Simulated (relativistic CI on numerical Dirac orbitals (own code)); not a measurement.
# Tm3+: resonant inelastic scattering at the M4,5 edge

Computed with this model: Dirac-Coulomb-Breit CI, KLI orbitals optimised for each configuration, a model potential for QED, valence Slater integrals scaled by 0.9, Kramers-Heisenberg scattering through one core-hole configuration in a parametric crystal field; configurations [Xe] 4f12 → [Ar] 3d9 4s2 4p6 4d10 4f13 5s2 5p6; 80 K; core-hole width 0.6 eV; summed over polarisations. Incident energies are the highest absorption maxima for each field (at most a few, so the weaker spin-orbit partner edge can be absent), on the computed scale of the free ion. Intensities are in per cent of the strongest line above 0.02 eV; levels within 1 cm⁻¹ are merged; final levels count from the ground level, the first row holds all elastic scattering, lines under 0.4 are left out and each table stops after 24 rows. The scale of the Slater integrals is a model choice and moves the terms in proportion.

Field parameters in Wybourne normalisation; cubic f-shell fields have B⁴₄ = √(5/14) B⁴₀ and B⁶₄ = −√(7/2) B⁶₀. The field is a parameter set, without covalency.

S is read from ⟨S²⟩ = S(S + 1).

Oh, B40 = -1140, B60 = -820 cm⁻¹:

| Final level (eV) | Degeneracy | Irrep | S | 1462.9 eV | 1465.1 eV |
| --- | --- | --- | --- | --- | --- |
| 0.000 | 3 | T2 | 1.00 | 46.4 | 477.8 |
| 0.008 | 2 | E | 1.00 | 8.8 | 190.6 |
| 0.058 | 3 | T1 | 0.99 | 10.2 | 91.7 |
| 0.063 | 1 | A1 | 0.99 | 2.5 | 12.8 |
| 0.064 | 3 | T2 | 0.99 | 13.5 | 100.0 |
| 0.078 | 1 | A2 | 0.99 | 2.3 | 24.3 |
| 0.753 | 2 | E | 0.73 | 0.0 | 2.2 |
| 0.768 | 3 | T1 | 0.75 | 0.4 | 10.4 |
| 0.808 | 1 | A1 | 0.76 | 0.2 | 8.4 |
| 0.820 | 3 | T2 | 0.76 | 0.1 | 6.7 |
| 1.026 | 3 | T1 | 1.00 | 1.1 | 0.7 |
| 1.053 | 2 | E | 1.00 | 0.4 | 0.4 |
| 1.058 | 3 | T2 | 1.00 | 0.4 | 1.7 |
| 1.069 | 3 | T1 | 0.99 | 0.3 | 0.8 |
| 1.549 | 1 | A1 | 0.94 | 0.1 | 3.4 |
| 1.606 | 3 | T2 | 0.93 | 0.1 | 2.8 |
| 1.611 | 3 | T1 | 0.93 | 0.1 | 4.2 |
| 1.656 | 2 | E | 0.93 | 0.0 | 1.5 |
| 2.580 | 2 | E | 0.59 | 0.0 | 1.0 |
| 2.605 | 3 | T1 | 0.57 | 0.0 | 3.6 |
| 2.637 | 1 | A1 | 0.55 | 0.0 | 1.9 |
| 2.662 | 3 | T2 | 0.56 | 0.0 | 2.2 |
| 4.601 | 3 | T1 | 0.02 | 0.1 | 0.9 |
| 4.614 | 3 | T2 | 0.03 | 0.1 | 1.3 |

D4h, B20 = 2030, B40 = -830, B44 = 1030, B60 = 170, B64 = -280 cm⁻¹:

| Final level (eV) | Degeneracy | Irrep | S | 1462.9 eV | 1465.1 eV |
| --- | --- | --- | --- | --- | --- |
| 0.000 | 1 | A1 | 0.99 | 89.0 | 814.2 |
| 0.004 | 2 | E | 0.99 | 9.2 | 379.8 |
| 0.010 | 1 | B2 | 0.99 | 18.1 | 203.4 |
| 0.039 | 1 | B1 | 0.99 | 12.7 | 100.0 |
| 0.056 | 2 | E | 0.99 | 12.9 | 87.5 |
| 0.086 | 1 | A2 | 0.99 | 2.3 | 19.9 |
| 0.091 | 1 | A1 | 0.99 | 1.4 | 4.8 |
| 0.124 | 2 | E | 0.99 | 1.3 | 6.9 |
| 0.141 | 1 | B2 | 1.00 | 0.2 | 0.9 |
| 0.798 | 1 | A1 | 0.74 | 0.4 | 10.8 |
| 0.803 | 2 | E | 0.74 | 0.8 | 23.8 |
| 0.806 | 1 | B2 | 0.74 | 0.2 | 8.6 |
| 0.811 | 1 | A1 | 0.75 | 0.4 | 6.6 |
| 0.837 | 2 | E | 0.76 | 0.2 | 2.3 |
| 1.014 | 1 | A2 | 1.00 | 0.9 | 0.5 |
| 1.020 | 2 | E | 1.00 | 1.6 | 1.6 |
| 1.033 | 1 | B1 | 1.00 | 0.7 | 1.1 |
| 1.056 | 1 | B2 | 1.00 | 0.2 | 1.1 |
| 1.081 | 2 | E | 1.00 | 0.2 | 1.4 |
| 1.607 | 1 | A1 | 0.95 | 0.2 | 8.5 |
| 1.612 | 2 | E | 0.95 | 0.3 | 12.6 |
| 1.623 | 1 | B2 | 0.94 | 0.1 | 3.9 |
| 1.983 | 2 | E | 1.00 | 0.0 | 0.5 |
| 2.605 | 1 |  | 0.56 | 0.1 | 5.1 |

C2v, B20 = 490, B22 = -350, B40 = -300, B42 = -350, B44 = -230, B60 = -490, B62 = -380, B64 = -530, B66 = 200 cm⁻¹:

| Final level (eV) | Degeneracy | S | 1462.9 eV | 1465.1 eV |
| --- | --- | --- | --- | --- |
| 0.000 | 1 | 0.99 | 88.7 | 842.0 |
| 0.001 | 1 | 0.99 | 6.7 | 282.6 |
| 0.015 | 1 | 1.00 | 1.1 | 29.4 |
| 0.015 | 1 | 1.00 | 2.0 | 37.0 |
| 0.027 | 1 | 0.99 | 10.3 | 100.0 |
| 0.028 | 1 | 0.99 | 10.9 | 91.3 |
| 0.029 | 1 | 1.00 | 3.6 | 26.8 |
| 0.046 | 1 | 1.00 | 1.8 | 14.4 |
| 0.047 | 1 | 1.00 | 1.9 | 10.3 |
| 0.056 | 1 | 0.99 | 1.7 | 11.6 |
| 0.058 | 1 | 0.99 | 1.3 | 9.8 |
| 0.060 | 1 | 0.99 | 1.4 | 9.8 |
| 0.062 | 1 | 0.99 | 0.9 | 6.6 |
| 0.764 | 1 | 0.74 | 0.2 | 7.7 |
| 0.776 | 1 | 0.75 | 0.0 | 1.7 |
| 0.778 | 1 | 0.75 | 0.1 | 3.0 |
| 0.779 | 1 | 0.74 | 0.3 | 13.8 |
| 0.787 | 1 | 0.75 | 0.0 | 0.6 |
| 0.790 | 1 | 0.75 | 0.1 | 1.0 |
| 0.795 | 1 | 0.75 | 0.2 | 6.6 |
| 0.800 | 1 | 0.75 | 0.3 | 11.0 |
| 1.014 | 1 | 1.00 | 1.2 | 1.2 |
| 1.015 | 1 | 1.00 | 1.2 | 1.2 |
| 1.036 | 1 | 1.00 | 0.2 | 0.7 |

For the first field the strongest loss at the lowest incident energy is the level at 0.06 eV (S = 0.99, against 1.00 in the thermal ground state).
